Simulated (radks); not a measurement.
The numbers below are computed, except where a source is named.
Species: a nucleus of charge 76.2 with 76 electrons. Configuration: [Xe] 4f14 5d6 6s2. Level of theory: scalar-relativistic Kohn-Sham, PBE, spin-polarised, spherical densities, finite nucleus; open shells are filled with parallel spins first (spin-orbit coupling, left out, can overturn this in heavy ions); Fermi nuclear charge, rms radius 5.4126 fm (a radial shooting solver on a logarithmic mesh with Libxc functionals).

Normalised radial functions P(r) = r R(r), r in bohr:

r	5d up	6s up	6s down
0.003027	0.0001	0.0489	0.0448
0.004102	0.0003	0.0567	0.0520
0.00556	0.0006	0.0630	0.0577
0.007595	0.0014	0.0653	0.0599
0.01029	0.0031	0.0602	0.0552
0.01395	0.0068	0.0438	0.0402
0.01891	0.0144	0.0132	0.0121
0.02562	0.0295	-0.0304	-0.0279
0.03473	0.0571	-0.0764	-0.0700
0.04744	0.1041	-0.1015	-0.0930
0.0643	0.1675	-0.0741	-0.0679
0.08714	0.2310	0.0149	0.0137
0.1181	0.2492	0.1187	0.1088
0.1601	0.1602	0.1338	0.1226
0.2187	-0.0630	-0.0082	-0.0076
0.2963	-0.3052	-0.1834	-0.1681
0.4016	-0.3675	-0.1621	-0.1484
0.5443	-0.1267	0.0980	0.0901
0.7377	0.3100	0.3207	0.2937
1.008	0.6982	0.2093	0.1900
1.366	0.8245	-0.1904	-0.1762
1.851	0.7017	-0.5665	-0.5258
2.509	0.4628	-0.6765	-0.6513
3.4	0.2375	-0.5225	-0.5382
4.645	0.0886	-0.2708	-0.3070
6.295	0.0234	-0.0939	-0.1216
8.532	0.0037	-0.0191	-0.0296

5d up: eigenvalue -9.292 eV, 2 radial nodes at r = 0.203, 0.599 bohr, <r> = 1.75 bohr, 90 % of the charge inside 2.74 bohr. 6s up: eigenvalue -8.238 eV, 5 radial nodes at r = 0.0209, 0.0836, 0.216, 0.493, 1.20 bohr, <r> = 2.84 bohr, 90 % of the charge inside 4.20 bohr. 6s down: eigenvalue -6.891 eV, 5 radial nodes at r = 0.0209, 0.0836, 0.216, 0.493, 1.20 bohr, <r> = 3.00 bohr, 90 % of the charge inside 4.49 bohr.
